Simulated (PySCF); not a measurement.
## Vertical excitation energies

TiClMe3, C3H9ClTi (singlet state).
SMILES: `[CH3][Ti]([CH3])([CH3])[Cl]`

Theory: PySCF 2.14.0, density-fitted response routines, TDDFT CAM-B3LYP/def2-SVPD, vertical, gas phase, core orbitals frozen in the response. Isolated species at its PBE0-D3(BJ)/def2-SVP geometry, gas phase.

```csv
state,E (eV),ν̃ (cm⁻¹),f,"main configurations (H = HOMO, L = LUMO)"
S1,3.61,29090,0.0000,H-1/H→L/L+1 (≥82%)
S2,3.73,30100,0.0000,H-1/H→L/L+1 (≥91%)
S3,3.74,30130,0.0000,H-1/H→L/L+1 (≥90%)
S4,3.96,31960,0.0003,H-1/H→L/L+1 (≥82%)
S5,4.30,34650,0.0000,H-2→L/L+1 (≥97%)
S6,4.30,34680,0.0000,H-2→L/L+1 (≥96%)
S7,4.62,37290,0.0047,H-1/H→L+2 (≥88%)
S8,4.63,37330,0.0049,H-1/H→L+2 (≥89%)
S9,5.09,41020,0.0038,H-2→L+2 (87%)
S10,5.28,42580,0.0000,"H-1/H→L+3 (≥48%), H-1/H→L+4 (≥47%)"
S11,5.58,45030,0.0070,"H-1/H→L+4 (≥29%), H-1/H→L+3 (≥29%), H-2→L+3 (16%)"
S12,5.59,45060,0.0075,"H-1/H→L+3 (≥28%), H-1/H→L+4 (≥27%), H-2→L+4 (18%)"
S13,5.79,46740,0.0000,"H-4→L/L+1 (≥44%), H-3→L/L+1 (≥43%)"
S14,5.89,47490,0.0011,"H-3→L/L+1 (≥47%), H-4→L/L+1 (≥46%)"
S15,5.89,47490,0.0011,"H-3→L/L+1 (≥46%), H-4→L/L+1 (≥46%)"
```

Triplets, Tamm–Dancoff:

| state | E (eV) | λ (nm) | main configurations (H = HOMO, L = LUMO) |
| --- | --- | --- | --- |
| T1 | 3.33 | 372.1 | H-1/H→L/L+1 (≥81%) |
| T2 | 3.37 | 368.3 | H-1/H→L/L+1 (≥90%) |
| T3 | 3.37 | 368.0 | H-1/H→L/L+1 (≥90%) |

The lowest singlet comes at 344 nm (348 kJ/mol) in the ultraviolet; it is dark (f under 0.0005); its leading configuration is HOMO-1/HOMO→LUMO/LUMO+1 (≥82%). The most intense listed level is S11/S12 at 5.58 eV (222 nm, f = 0.015 summed), 1.98 eV above S1. S2/S3, S5/S6, S7/S8, S11/S12 and S14/S15 lie within about 0.01 eV of each other in each set. For S1 the Löwdin share of titanium is 35% in HOMO and 82% in LUMO. Of the 15 states listed, none reaches f = 0.01 and 8 stay under 0.0005. Weighted by f, the mean energy of these states is 5.22 eV. The oscillator strengths of these states sum to 0.031; summed over the whole spectrum of an exact calculation they would give the number of electrons, 66 (Thomas–Reiche–Kuhn). No computed singlet lies in the visible range (380 to 750 nm); the lowest, at 344 nm, stands 0.34 eV above its violet end (3.26 eV). Orbitals of the list HOMO-3 to LUMO+2 that lie within 0.01 eV of each other are written together with a slash and their weights summed (≥ marks a lower bound); for degenerate orbitals outside that list single weights are arbitrary. Only the lowest 15 singlets were computed, as vertical energies without vibronic structure.

The run took 53 s wall (grids of density and orbitals included) on one thread, Arm Neoverse V1 (aarch64) (shared host), and the process peaked at 0.98 GiB of memory.
